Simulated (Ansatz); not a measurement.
Cl2Mg (SMILES [Cl][Mg][Cl]) moved off its minimum; all values from Ansatz (a quantum-chemistry and plane-wave program), cores frozen in correlated methods.
(charge 0, multiplicity 1)
```xyz
3

Mg     0.0284     0.0583     0.0202
Cl     0.0275     0.1399    -2.0804
Cl    -0.0964     0.1311     2.2313
```

Forces at B3LYP/def2-TZVPP (eV/Å):

| atom | Fx | Fy | Fz |
|---|---|---|---|
| Mg1 | -0.075 | 0.036 | 1.534 |
| Cl2 | 0.026 | 0.010 | -1.107 |
| Cl3 | 0.049 | -0.045 | -0.427 |

### Question
Give the forces (eV/Å), the total energy and the dipole at CCSD(T)/def2-TZVPPD.

### Answer

```csv
atom,Fx,Fy,Fz
Mg1,-0.069,0.026,1.599
Cl2,0.025,0.016,-1.260
Cl3,0.044,-0.042,-0.339
```
Energy -1119.2583 hartree, dipole 0.68 D.
